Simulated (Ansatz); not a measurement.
Compare A (`C[SiH2]/N=C/F`) with its isomer B (`C=NC(F)[SiH3]`).

Computed with Ansatz on PBE0-D4/def2-TZVP structures; ΔE is electronic, products minus reactants. CBS: MP2 limit from def2 TZ/QZ plus the TZ coupled-cluster correction, frozen cores. Functionals use def2-TZVPP. B3LYP here is the variant with VWN-RPA as its local correlation; programs differ in this. Each species was taken in one conformer, which may not be the lowest.

Question: Which isomer does CCSD(T)/CBS put lower? Give the gap. (Estimate.)

Answer: Computed: A, by 158.5 kJ/mol.

Question: Give E(B) − E(A) in kJ/mol with BLYP-D4, MP2/def2-TZVPP, CCSD(T)/def2-TZVPP, B2PLYP, HF/def2-TZVPP, PBE0-D4, B3LYP-D4. (Estimate.)

Answer: Computed: BLYP-D4 150.5, MP2/def2-TZVPP 169.2, CCSD(T)/def2-TZVPP 157.6, B2PLYP 162.2, HF/def2-TZVPP 165.6, PBE0-D4 159.0, B3LYP-D4 156.2. None reverses the order clearly.

Question: Does the order hold for the free energy at 298.15 K (harmonic terms from PBE0-D4)? (An estimate is asked.)

Answer: Computed: Yes: G(B) − G(A) = +157.0 kJ/mol, for one conformer each.

Largest T1 diagnostic: 0.013.

Leaving LDA and LC-ωPBE aside and taking each functional with its dispersion term where it has one, the values, not all of them listed here, spread over 18.5 kJ/mol, from revPBE-D4 to B97M-V. From r2SCAN to r2SCAN0 (25 % exact exchange), in def2-TZVPP and without D4, E(B) − E(A) moves by +3.1 kJ/mol.
